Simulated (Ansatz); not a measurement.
A run on `CCO[Si](C)(C)OCC` with other settings.

```yaml
crystal:
  periodic: [false, false, false]
  atoms:
    - {symbol: C, position_ang: [1.760955, -0.486215, -2.661339]}
    - {symbol: C, position_ang: [0.827388, 0.358569, -1.821187]}
    - {symbol: O, position_ang: [-0.150533, -0.405061, -1.272145]}
    - {symbol: Si, position_ang: [-1.125024, 0.066433, -0.008573]}
    - {symbol: C, position_ang: [-2.246282, -1.339945, 0.388315]}
    - {symbol: C, position_ang: [-2.038900, 1.659013, -0.356430]}
    - {symbol: O, position_ang: [-0.203348, 0.451112, 1.291635]}
    - {symbol: C, position_ang: [0.694964, -0.426980, 1.932113]}
    - {symbol: C, position_ang: [1.716952, 0.314496, 2.709251]}
    - {symbol: H, position_ang: [1.110073, -1.092427, -3.468620]}
    - {symbol: H, position_ang: [2.445014, 0.131451, -3.149651]}
    - {symbol: H, position_ang: [2.171080, -1.310910, -2.027009]}
    - {symbol: H, position_ang: [1.358423, 0.928540, -1.085978]}
    - {symbol: H, position_ang: [0.342910, 1.129066, -2.547618]}
    - {symbol: H, position_ang: [-2.932471, -1.116711, 1.155969]}
    - {symbol: H, position_ang: [-2.880805, -1.583020, -0.502334]}
    - {symbol: H, position_ang: [-1.659615, -2.268325, 0.544453]}
    - {symbol: H, position_ang: [-2.652916, 1.524243, -1.330364]}
    - {symbol: H, position_ang: [-2.639151, 1.966020, 0.390182]}
    - {symbol: H, position_ang: [-1.382939, 2.421237, -0.566322]}
    - {symbol: H, position_ang: [1.234271, -1.120142, 1.136704]}
    - {symbol: H, position_ang: [0.124251, -1.086773, 2.551912]}
    - {symbol: H, position_ang: [2.298287, 0.947866, 2.089275]}
    - {symbol: H, position_ang: [2.285760, -0.383457, 3.270509]}
    - {symbol: H, position_ang: [1.177143, 0.907546, 3.483433]}
basis:
  gaussian: {orbitals: def2-TZVP, fitting: {mean_field: cc-pVTZ-jkfit}}
hamiltonian: {xc: {name: r2SCAN0}, dispersion: d4}
scf: {lower_state_search: light}
output: {forces: true}
```

```sh
$ ansatz run in.yaml --threads 4 --pin off --events-out ev --progress --plain --max-ram 66560MiB --backend cuda --devices 0, --max-vram 37GiB
```

Shortened log:

```
Functional definition: r2SCAN0
1233 factors; integrals over basis functions are off by at most 6.8e-1 eV
mean field evaluation 1: about -18434.0933 eV, gradient 9.7e1 eV
mean field evaluation 2: about -18431.3950 eV, gradient 1.0e2 eV
mean field evaluation 4: about -18453.6859 eV, gradient 4.3e0 eV
mean field evaluation 8: about -18453.7295 eV, gradient 8.9e-2 eV
mean field evaluation 16: about -18453.7295 eV, gradient 2.6e-5 eV
mean field -18453.72954651 eV, -678.1620524470 hartree, gradient 2.6e-5 eV, S^2 0.000000; 0 other end points of the search recorded, 0 dependent functions left out
reference -18453.72956095 eV, -678.1620529777 hartree; 41, 41 occupied and 340, 340 virtual orbitals, 1233 factors
Total energy: -18453.92470587 eV, -678.1692244212 hartree
Atom 0 at     1.760955    -0.486215    -2.661339 Å, force    -2.936603    -3.111182    -0.113335 eV/Å
Atom 1 at     0.827388     0.358569    -1.821187 Å, force    -0.303338     1.621540    -2.841765 eV/Å
Atom 2 at    -0.150533    -0.405061    -1.272145 Å, force    -1.734412    -0.899571     1.473623 eV/Å
Atom 3 at    -1.125024     0.066433    -0.008573 Å, force     0.183811     0.477332    -0.098309 eV/Å
Atom 4 at    -2.246282    -1.339945     0.388315 Å, force     0.468819    -1.197121    -2.339072 eV/Å
Atom 5 at    -2.038900     1.659013    -0.356430 Å, force    -0.095987    -3.192831    -4.038735 eV/Å
Atom 6 at    -0.203348     0.451112     1.291635 Å, force     0.372230     0.052158    -0.055049 eV/Å
Atom 7 at     0.694964    -0.426980     1.932113 Å, force     0.724848    -1.336864    -2.482348 eV/Å
Atom 8 at     1.716952     0.314496     2.709251 Å, force    -1.749890     0.536067     1.339036 eV/Å
Atom 9 at     1.110073    -1.092427    -3.468620 Å, force     1.453652     1.617173     1.678794 eV/Å
Atom 10 at     2.445014     0.131451    -3.149651 Å, force     1.411521     0.575810    -0.698805 eV/Å
Atom 11 at     2.171080    -1.310910    -2.027009 Å, force     0.222867     0.955084    -0.582372 eV/Å
Atom 12 at     1.358423     0.928540    -1.085978 Å, force     0.516261     0.337156     0.560108 eV/Å
Atom 13 at     0.342910     1.129066    -2.547618 Å, force     0.770390    -0.923839     1.148813 eV/Å
Atom 14 at    -2.932471    -1.116711     1.155969 Å, force    -0.496301     0.089424     1.191869 eV/Å
Atom 15 at    -2.880805    -1.583020    -0.502334 Å, force     0.541903     0.306976     0.577675 eV/Å
Atom 16 at    -1.659615    -2.268325     0.544453 Å, force    -0.453390     0.582685     0.348973 eV/Å
Atom 17 at    -2.652916     1.524243    -1.330364 Å, force     0.796435     0.188719     1.685454 eV/Å
Atom 18 at    -2.639151     1.966020     0.390182 Å, force    -2.197573     0.833326     2.573814 eV/Å
Atom 19 at    -1.382939     2.421237    -0.566322 Å, force     1.723267     1.797013    -0.454027 eV/Å
Atom 20 at     1.234271    -1.120142     1.136704 Å, force    -1.020759     1.294802     1.371439 eV/Å
Atom 21 at     0.124251    -1.086773     2.551912 Å, force    -0.255929    -0.492181     0.561776 eV/Å
Atom 22 at     2.298287     0.947866     2.089275 Å, force     0.645732     0.511607    -0.379655 eV/Å
Atom 23 at     2.285760    -0.383457     3.270509 Å, force     0.929411    -0.562797     0.243132 eV/Å
Atom 24 at     1.177143     0.907546     3.483433 Å, force     0.483037    -0.060486    -0.671034 eV/Å
Dipole moment:     0.053092    -0.031082     0.079493 e Å
```

Run time 3.2 s (4 threads of an AMD EPYC 7R13 on a shared host and a share of an NVIDIA H100 80 GB); peak host memory 0.86 GiB.
